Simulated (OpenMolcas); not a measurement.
**Ru+: CASPT2 settings compared**

```yaml
Program: OpenMolcas 26.06
Basis: ANO-R3 [8s6p5d3f2g1h]
Scalar_Hamiltonian: X2C, finite nucleus
Active_space: 7 electrons in 6 orbitals (4d 5s)
State_averaging: 2S+1 = 6 even, 6 roots (5 in the spin-orbit step); 2S+1 = 4 even, 50 roots kept (CI in the orbitals of an earlier block, 33 in the spin-orbit step); 2S+1 = 2 even, 98 roots kept (CI in the orbitals of an earlier block, 17 in the spin-orbit step)
Spin-orbit_coupling: RASSI with atomic mean-field integrals over the reference wave functions, term energies averaged over their components
```

Methods on the same reference wave functions:
A. CASSCF
B. SS-CASPT2, IPEA 0.5 Eh, sigma1 regulariser 0.1 Eh (closed shells correlated: 4s 4p)
C. SS-CASPT2, IPEA 0.3 Eh, real shift 0.15 Eh (closed shells correlated: 4s 4p)
D. SS-CASPT2, IPEA 0.35 Eh, sigma2 regulariser 0.25 Eh (closed shells correlated: 3d 4s 4p)
E. MS-CASPT2, IPEA 0.3 Eh, real shift 0.15 Eh (closed shells correlated: 4s 4p)
F. MS-CASPT2, IPEA 0.35 Eh, sigma2 regulariser 0.25 Eh (closed shells correlated: 3d 4s 4p)

Energies in cm-1 above 4d7 4F 9/2, the measured ground level; measured values from NIST Handbook of Basic Atomic Spectroscopic Data.

| Level | A | B | C | D | E | F | Measured |
| --- | --- | --- | --- | --- | --- | --- | --- |
| 4d6 5s 6D 9/2 | -6372 | 8160 | 7820 | 7650 | 8170 | 8030 | 9151 |
| 4d6 5s 6D 7/2 | -5339 | 9190 | 8850 | 8680 | 9210 | 9070 | 10150 |
| 4d6 5s 6D 5/2 | -4595 | 9700 | 9270 | 9140 | 9640 | 9530 | 10852 |
| 4d6 5s 6D 3/2 | -4096 | 10040 | 9600 | 9480 | 9970 | 9870 | 11304 |
| 4d6 5s 6D 1/2 | -3807 | 10340 | 9930 | 9790 | 10290 | 10180 | 11604 |
| 4d7 4F 9/2 | 0.0 | 0.0 | 0.0 | 0.0 | 0.0 | 0.0 | 0.0 |
| 4d7 4F 7/2 | 1613 | 1649 | 1656 | 1656 | 1692 | 1692 | 1523 |
| 4d7 4F 5/2 | 2698 | 2740 | 2740 | 2740 | 2810 | 2810 | 2494 |
| 4d7 4F 3/2 | 3379 | 3400 | 3390 | 3390 | 3500 | 3500 | 3104 |
| 4d6 5s 4D 7/2 | 7850 | 18500 | 17910 | 17740 | 18280 | 18130 | 19379 |
| 4d7 4P 5/2 [64 %] | 9504 | 11820 | 11030 | 11020 | 11400 | 11410 | 8257 |
| 4d7 4P 3/2 [53 %] | 10289 | 12580 | 11850 | 11840 | 12210 | 12230 |  |
| 4d7 4P 1/2 | 11445 | 14100 | 13320 | 13320 | 13690 | 13710 | 9374 |

A puts 4d6 5s 6D 9/2 lowest.

Deviations, from unrounded energies. A percentage is the sum of absolute deviations over the sum of measured energies, with the sign that they share, or ± where signs differ.

```tsv
Against measurement	Levels	A	B	C	D	E	F
mean absolute deviation (cm-1)	11	8400	1400	1500	1600	1400	1500
fine structure of the ground term (%)	3	+8.0	+9.4	+9.4	+9.4	+12.4	+12.5
other terms of the ground configuration (%)	2	+18.8	+47.0	+38.1	+38.0	+42.3	+42.5
other configurations (%)	6	-122.6	-9.0	-12.5	-13.8	-9.5	-10.5
```

B, E, F lie about equally close to measurement and A furthest from it. The largest miss of E in the table is 4d7 4P 1/2, by +4300 cm-1. The ranking rests on the paired levels alone, and a cruder setting can come out closer through cancelling errors.

Among B to F the level of the table that moves most is 4d7 4P 5/2 [64 %], by 800 cm-1 (lowest in D, highest in B). Moves below CASPT2's spread within the term are not significant.

The mean deviations of B to F differ by less than CASPT2's widest spread within a term (1700 cm-1), so their order carries little weight.

The lowest spin-free term lies below A's lowest term by 0.541 hartree in B, 0.549 hartree in C, 0.657 hartree in D, 0.551 hartree in E, 0.659 hartree in F.

CASPT2 breaks the degeneracy within a term, and the mean is taken; among the terms shown or strongly mixed into the levels shown the widest spread is 1700 cm-1 (4d7 4F, F). Some high roots are left out of the spin-orbit mixing, which shifts the levels that they would mix with. Terms from blocks run as CI alone lack orbitals of their own. Configurations are named by rounded mean occupations; where the s occupation lies near a half they are strongly mixed, a name can repeat and a true partner stay unpaired. A single d shell beside an s shell can misplace configurations of different d count against each other. Without dynamic correlation excited terms often stand tens of per cent too high (terms of higher spin than the ground term too low), and those without a measured partner can miss by more than the paired ones (holds for A). The lowest computed level is not the ground level that NIST lists (4F9/2) (holds for A). Some levels mix across a computed gap that differs much from the measured one, so their mixing is not that of the real levels (holds for B; C; D; E; F). Some terms miss by over 15 % even with CASPT2, which points to a basis or an active space too small for the shells correlated (holds for B; C; D; E; F). Computed and measured levels are paired by configuration, term and J; levels that our copy of the source lacks, or whose pairing is in doubt (as where it misses far off the trend of its configuration), stay unpaired and out of the deviations. Only configurations of the active space appear. The table leaves out levels that lie high or whose names do not pair safely across all columns.

A share in square brackets marks a mixed level and gives the weight of the term that names it, the lowest over the columns.
